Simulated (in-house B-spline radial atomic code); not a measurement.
**Binding energies in P VII (P6+)**

NIST's tabulated ground configuration is [He] 2s2 2p5; each binding energy is the energy of the ion with one electron taken from that subshell, relaxed, less that of the parent. All numbers are computed (Dirac-Hartree-Fock, average of configuration; Fermi nucleus of rms radius 3.1889 fm) with a radial B-spline atomic code at the basis-set limit, not measured. Energies include first-order Breit, QED and recoil terms.

```tsv
subshell	X-ray name	binding energy (eV)	-ε (eV)	relaxation (eV)
1s	K	2298.6	2318.6	18.1
2s	L1	318.3	320.4	2.0
2p	L2,3	265.2	267.9	2.6
```

Relaxation = -ε minus the binding energy without Breit, QED and recoil terms.

Q: What does it cost to remove both a 2s and a 2p electron?

A: 626.6 eV, which is 43.03 eV more than the two single binding energies together.

Q: What does it cost to remove two 1s electrons?

A: 4815.4 eV, which is 218.2 eV more than the two single binding energies together.

Q: What does it cost to remove both a 1s and a 2p electron?

A: 2628.4 eV, which is 64.6 eV more than the two single binding energies together.
